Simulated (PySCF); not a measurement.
Pb(I)(SiH3) (H3IPbSi), SMILES [SiH3][Pb][I] (connectivity only; charge and spin as stated), neutral, multiplicity 1.

Geometry: PBE0-D3(BJ)/def2-SVP. The def2 effective core potentials stand for the cores of I, Pb; spin–orbit coupling is left out.

Method: ωB97X/def2-TZVPD (PySCF).

Isolated molecule, no solvent.

total energy: -782.01448 hartree
point group: Cs
highest occupied level: -8.38 eV
lowest empty level: -1.52 eV
orbital gap: 6.86 eV
dipole moment: 0.766 e·Å
quadrupole, principal values (traceless, Buckingham form, about the centre of nuclear charge): -7.99, 2.14, 5.85 D·Å
mean static polarisability: 122.8 bohr³ (18.19 Å³)
polarisability, principal values: 85.2, 129.8, 153.3 bohr³
